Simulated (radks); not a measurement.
The numbers below are computed, except where a source is named.
Q: The table gives one normalised radial function P(r) = r R(r) of Zr3+ in [Kr] 4d1 (r in bohr). Level of theory: non-relativistic Kohn-Sham, BLYP, spin-polarised, spherical densities, point nucleus; open shells are filled with parallel spins first (spin-orbit coupling, left out, can overturn this in heavy ions); relativity is left out, which matters for an element this heavy (a radial shooting solver on a logarithmic mesh with Libxc functionals).

r         P
0.00189    0.0009
0.002481   0.0016
0.00323    0.0026
0.00424    0.0044
0.005566   0.0075
0.007306   0.0124
0.009589   0.0204
0.01249    0.0327
0.01639    0.0520
0.02151    0.0808
0.02824    0.1214
0.03706    0.1745
0.04826    0.2342
0.06335    0.2918
0.08315    0.3206
0.1091     0.2846
0.1433     0.1506
0.1865    -0.0737
0.2448    -0.3374
0.3214    -0.4995
0.4218    -0.4165
0.5537    -0.0503
0.7268     0.4627
0.9464     0.8620
1.242      0.9712
1.63       0.7654
2.14       0.4323
2.809      0.1698
3.658      0.0447
4.801      0.0063
6.302      0.0004

Which n and l does it have? It may be an empty orbital.

A: n = 4, l = 1: the number of nodes gives n - l - 1 = 2, the rise at small r (about r^(l+1)) gives l, and the extent must fit the shell. The curve is that of 4p down; the table hardly tells the two spins apart. 4p down: eigenvalue -58.264 eV, 2 radial nodes at r = 0.173, 0.570 bohr, <r> = 1.35 bohr, 90 % of the charge inside 1.99 bohr.
